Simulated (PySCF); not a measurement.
C$_{3}$H$_{10}$AlNO, singlet, at a GFN2-xTB geometry (such geometries of metal compounds can be far from the true shape). Base run: HF/6-31G (PySCF).

Input for PySCF:
```python
from pyscf import gto, scf, solvent

mol = gto.Mole()
mol.atom = '''
    Al   -0.013624    0.089063    0.268581
    C     0.764259    0.589917   -1.515857
    C     1.544000    1.905908   -1.496660
    H    -0.036459    0.654797   -2.262287
    H     1.420632   -0.213586   -1.870956
    H     2.373614    1.853463   -0.794629
    H     0.902819    2.730739   -1.192713
    H     1.948890    2.136815   -2.483398
    O    -0.887416   -1.312024    0.339531
    C    -1.631119   -2.486686    0.437576
    H    -1.934613   -2.659282    1.473668
    H    -2.528131   -2.416681   -0.183772
    H    -1.034770   -3.338711    0.099900
    N     0.217347    1.097702    1.721187
    H     0.733550    1.963416    1.768886
    H    -0.153363    0.888655    2.638837
'''
mol.basis = '6-31g'
mol.charge = 0
mol.spin = 0
mol.verbose = 4
mol.build()

mf = scf.RHF(mol)
mf.kernel()
mf.analyze()
```

The base run was repeated with changes; each row names its change, and settings that it needs were set with it.

| change | ΔE vs base (kJ/mol) | dipole (D) | HOMO-LUMO gap (eV) |
|---|---|---|---|
| base | 0.00 | 0.76 | 13.73 |
| model = IEF-PCM; solvent = toluene; vdw_scale = 1.4 | -3.89 | 0.81 | 13.77 |
| model = C-PCM; solvent = toluene | -12.20 | 0.85 | 13.82 |
| model = SS(V)PE; solvent = toluene | -9.42 | 0.83 | 13.80 |
| model = IEF-PCM; solvent = toluene; vdw_scale = 1.1 | ? | ? | 13.82 |
| model = IEF-PCM; solvent = toluene | -9.47 | 0.83 | 13.80 |
| model = IEF-PCM; solvent = toluene; vdw_scale = 1.0 | -25.49 | 0.86 | 13.85 |
| model = IEF-PCM; solvent = methanol | -20.32 | 0.92 | 13.88 |
| model = ddCOSMO; solvent = toluene | -6.80 | 0.82 | 13.79 |
| model = COSMO; solvent = toluene | ? | 0.83 | 13.80 |
| model = IEF-PCM; solvent = toluene; lebedev_order = 11 | ? | 0.82 | 13.79 |
| model = IEF-PCM; solvent = n-hexane | -7.23 | 0.81 | 13.78 |

Fill in the missing entries.


- model = IEF-PCM; solvent = toluene; vdw_scale = 1.1, ΔE vs base (kJ/mol): -15.31
- model = IEF-PCM; solvent = toluene; vdw_scale = 1.1, dipole (D): 0.84
- model = COSMO; solvent = toluene, ΔE vs base (kJ/mol): -10.03
- model = IEF-PCM; solvent = toluene; lebedev_order = 11, ΔE vs base (kJ/mol): -8.66

The base is the gas phase, so ΔE is the electrostatic part of solvation at a fixed geometry, without cavity and dispersion terms.
